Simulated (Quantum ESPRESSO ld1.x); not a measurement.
The numbers below are computed, except where a source is named.
Question: The mean radii <r> (bohr) of the occupied orbitals of an atom or ion are listed with their occupations. Code: ld1.x of Quantum ESPRESSO 7.5. Model: scalar-relativistic Kohn-Sham, LDA (Slater exchange, Perdew-Wang correlation), spin-polarised, spherical densities, point nucleus.

| orbital | occ. | <r> |
|---|---|---|
| 1s up | 1 | 0.02192 |
| 1s down | 1 | 0.02192 |
| 2s up | 1 | 0.09334 |
| 2s down | 1 | 0.09334 |
| 2p up | 3 | 0.08239 |
| 2p down | 3 | 0.08239 |
| 3s up | 1 | 0.2447 |
| 3s down | 1 | 0.2446 |
| 3p up | 3 | 0.2433 |
| 3p down | 3 | 0.2430 |
| 3d up | 5 | 0.2214 |
| 3d down | 5 | 0.2211 |
| 4s up | 1 | 0.5521 |
| 4s down | 1 | 0.5521 |
| 4p up | 3 | 0.5837 |
| 4p down | 3 | 0.5838 |
| 4d up | 5 | 0.6315 |
| 4d down | 5 | 0.6319 |
| 5s up | 1 | 1.253 |
| 5s down | 1 | 1.266 |
| 5p up | 3 | 1.398 |
| 5p down | 1 | 1.420 |
| 4f up | 6 | 0.7724 |

Name the element and its charge. Open shells, if any, are filled with parallel spins first.

Answer: Z = 64, gadolinium, charge +6: Gd6+ in [Kr] 4d10 4f6 5s2 5p4. The 1s radius gives Z: for a bare nucleus <r> = (2 gamma + 1)/(2Z) with gamma = sqrt(1 - (Z/c)^2), 0.02163 bohr for Z = 64, and screening makes it slightly larger (0.02192 here). The occupations add up to 58, and the charge is Z minus that.
